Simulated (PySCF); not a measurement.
Computed shifts of a molecule C₄H₆BrF, HF/pcSseg-1 run with PySCF, GIAO, gas phase, equivalent atoms averaged, in ppm (number of nuclei): ¹⁹F: -117.2 (1). ¹³C: 155.3 (1), 119.4 (1), 35.4 (1), 30.4 (1). ¹H: 6.57 (1), 6.10 (1), 3.38 (2), 2.60 (2). References: ¹⁹F against CFCl3 (σ = 238.5 ppm); ¹³C against TMS (σ = 192.6 ppm); ¹H against TMS (σ = 31.99 ppm), references at their B3LYP-D3(BJ)/def2-TZVP geometries, non-relativistic (without spin–orbit terms, shifts of atoms bonded to Cl or Br come out too high). The structure is a stationary point at PBE0-D3(BJ)/def2-SVP. Other conformers were not sampled.

Problem. Which molecule gave these data?
(A) FC1(CBr)CC1
(B) F/C=C/CCBr
(C) C=C(F)CCBr
(D) F[C@@H]1C[C@@H]1CBr

Solution. B, F/C=C/CCBr
